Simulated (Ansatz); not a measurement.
One change: `F[SiH2][TeH]` becomes `F[SiH2]F`.

Ansatz, PBE0-D4/def2-TZVP geometries, multiplicity 1. 

Elements past krypton have def2 core potentials.  Spin–orbit coupling is left out; it splits and shifts lone-pair levels of the heavy atoms by tenths of an eV.

| property | `F[SiH2][TeH]` |
| --- | --- |
| LUMO energy (PBE/def2-TZVPP) / eV | -1.63 |
| HOMO–LUMO gap (ωB97M-V/def2-TZVPP) / eV | 10.00 |
| HOMO energy (PBE0/def2-TZVPP) / eV | -6.90 |
| HOMO energy (B3LYP/def2-TZVPP) / eV | -6.67 |
| size of the dipole moment (ωB97M-V/def2-TZVPP) / D | 1.06 |
| size of the dipole moment (PBE/def2-TZVPP) / D | 1.03 |

Problem. What does the change do to each property? (Estimate.)

Solution. Ansatz gave: 
```json
{"property": "LUMO energy (PBE/def2-TZVPP) / eV", "`F[SiH2]F`": "-0.57", "shift": "1.06"}
{"property": "HOMO–LUMO gap (ωB97M-V/def2-TZVPP) / eV", "`F[SiH2]F`": "14.19", "shift": "4.19"}
{"property": "HOMO energy (PBE0/def2-TZVPP) / eV", "`F[SiH2]F`": "-9.88", "shift": "-2.98"}
{"property": "HOMO energy (B3LYP/def2-TZVPP) / eV", "`F[SiH2]F`": "-9.69", "shift": "-3.02"}
{"property": "size of the dipole moment (ωB97M-V/def2-TZVPP) / D", "`F[SiH2]F`": "1.43", "shift": "0.37"}
{"property": "size of the dipole moment (PBE/def2-TZVPP) / D", "`F[SiH2]F`": "1.34", "shift": "0.31"}
```

With PBE0 the HOMO falls by 2.98 eV and the LUMO rises by 1.13 eV, so the gap widens by about 4.11 eV. PBE moves the HOMO by -2.49 eV and ωB97M-V by -3.19 eV. The zero-point energy changes by -10.6 kJ/mol with -3 modes. Dipoles are sizes alone; their direction can turn.

B3LYP here is the variant with VWN-RPA as its local correlation; programs differ in this.
